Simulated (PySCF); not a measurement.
Ranking problems on computed properties.

Species are written as SMILES; each is one conformer at its optimised geometry, gas phase, non-relativistic unless stated; the electronic structure was computed with PySCF and density fitting.

The conformers computed, where there is a choice (atom-mapped SMILES and torsion angles):
- `[CH3:1][CH:2]([CH3:3])[c:4]1[cH:5][cH:6][n:7][cH:8][cH:9]1`: C1–C2–C4–C5 -62°
- `[CH3:1][CH2:2][C:3]1=[CH:4][CH:5]=[CH:6][C@@H:7]1[CH2:8][CH2:9][F:10]`: C1–C2–C3–C4 -121°, C6–C7–C8–C9 -57°, C7–C8–C9–F10 77°
- `[CH3:1][C@H:2]1[CH2:3][Si@H:4]([NH:5][CH:6]2[CH2:7][CH2:8]2)[CH2:9]1`: C3–Si4–N5–C6 83°, Si4–N5–C6–C7 -73°
- `[CH3:1][P:2]([CH3:3])[Si:4]([CH3:5])([CH3:6])[CH3:7]`: C1–P2–Si4–C5 -165°
- `[CH3:1][CH2:2][O:3][Si@@H:4]([OH:5])[c:6]1[cH:7][cH:8][cH:9][s:10]1`: C1–C2–O3–Si4 157°, C2–O3–Si4–O5 -176°, O3–Si4–C6–C7 -128°, H–O5–Si4–O3 -32°
- `[CH3:1][C:2]1=[CH:3][C@@:4]2([CH2:5][OH:6])[CH:7]=[CH:8][C@@H:9]12`: C3–C4–C5–O6 73°, H–O6–C5–C4 53°
- `[CH3:1][C:2]1=[C:3]([C:4]([Cl:5])([Cl:6])[Cl:7])[O:8][CH2:9][CH2:10]1`: C2–C3–C4–Cl5 178°

The conformers of `[SiH3]N[C@H]1[C@H]2CC[C@@H]1CC2` aren't listed.

**Question.** Rank by HOMO–LUMO gap, highest first (PBE0/pcSseg-1 at GFN2-xTB geometries).
A. `CC(C)c1ccncc1`
B. `CCC1=CC=C[C@@H]1CCF`
C. `CP(C)[Si](C)(C)C`
D. `C[C@H]1C[Si@H](NC2CC2)C1`

**Answer.** D (7.39 eV), C (7.12 eV), A (6.66 eV), B (5.62 eV).

**Question.** By how much do the two ends of that ranking differ?

**Answer.** By 1.77 eV, between `C[C@H]1C[Si@H](NC2CC2)C1` and `CCC1=CC=C[C@@H]1CCF`.

**Question.** Rank by smallest rotational constant, highest first (GFN2-xTB).
A. `CCC1=CC=C[C@@H]1CCF`
B. `CC(C)c1ccncc1`
C. `CP(C)[Si](C)(C)C`
D. `C[C@H]1C[Si@H](NC2CC2)C1`
E. `CCO[Si@@H](O)C1=CC=CS1`

**Answer.** C (1.118 GHz), B (1.018 GHz), A (0.807 GHz), D (0.648 GHz), E (0.511 GHz).

**Question.** By how much do the two ends of that ranking differ?

**Answer.** By 0.607 GHz, between `CP(C)[Si](C)(C)C` and `CCO[Si@@H](O)c1cccs1`.

**Question.** Rank by HOMO energy, highest first (PBE0/pcSseg-1 at GFN2-xTB geometries).
A. `CP(C)[Si](C)(C)C`
B. `CCC1=CC=C[C@@H]1CCF`
C. `CC1=C[C@@]2(CO)C=C[C@@H]12`
D. `CCO[Si@@H](O)c1cccs1`
E. `[SiH3]N[C@H]1[C@H]2CC[C@@H]1CC2`

**Answer.** B (-6.08 eV), A (-6.27 eV), E (-6.53 eV), C (-6.70 eV), D (-6.97 eV).

**Question.** Give the two extremes of that set in hartree.

**Answer.** `CCO[Si@@H](O)c1cccs1`: -0.256 Eh; `CCC1=CC=C[C@@H]1CCF`: -0.223 Eh.

**Question.** Rank by dipole moment, highest first (PBE0/pcSseg-1 at GFN2-xTB geometries).
A. `CC1=C(C(Cl)(Cl)Cl)OCC1`
B. `CP(C)[Si](C)(C)C`
C. `CC(C)c1ccncc1`
D. `c1sc(cc1)[Si@H](O)OCC`

**Answer.** A (3.46 D), C (2.82 D), B (1.37 D), D (1.06 D).
